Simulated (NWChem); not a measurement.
# C3H4BF2N; SMILES FB1NCC=C1F

```xyz
11

F      2.1546     0.2130     0.0000
B      0.8689    -0.1296     0.0000
N      0.3730    -1.4417     0.0000
C     -1.0719    -1.4582     0.0000
C     -1.4843    -0.0178     0.0000
C     -0.4048     0.7807     0.0000
F     -0.4429     2.1079     0.0000
H      0.8884    -2.3100     0.0000
H     -1.4766    -1.9818    -0.8869
H     -1.4766    -1.9818     0.8869
H     -2.5297     0.2974     0.0000
```
Atoms are numbered in this order, from 1.

Program: NWChem. All runs use the structure optimised with PBE0/def2-SVP. Hybrids' shares of exact exchange are those that their runs print; pure functionals count as 0. The functionals differ in more than this share.

| row | share of exact exchange | highest occupied level (eV) |
|---|---|---|
| PBE/def2-SVP | 0.00 | -5.94 |
| LDA (Slater exchange, VWN5)/def2-SVP | 0.00 | -6.12 |
| TPSSh/def2-SVP | 0.10 | withheld |
| B3LYP/def2-SVP | 0.20 | -6.98 |
| PBE0/def2-SVP | 0.25 | -7.28 |

Q: Fit a straight line of the last column on the one before it, predict the withheld value, and compare with the run.

A: 
1. Means of the 4 shown rows: x = 0.113, y = -6.580. Slope Σ(x − x̄)(y − ȳ)/Σ(x − x̄)² = -0.2550/0.05188 = -4.916; intercept -6.027.
2. The shown rows scatter about the line by 0.067 (root mean square); the largest residual is -0.09, at LDA (Slater exchange, VWN5)/def2-SVP.
3. At x = 0.10 (TPSSh/def2-SVP; inside the shown range) the line gives -6.52.
4. The run gives -6.52, 0.00 from the line, 0.0 times the scatter.
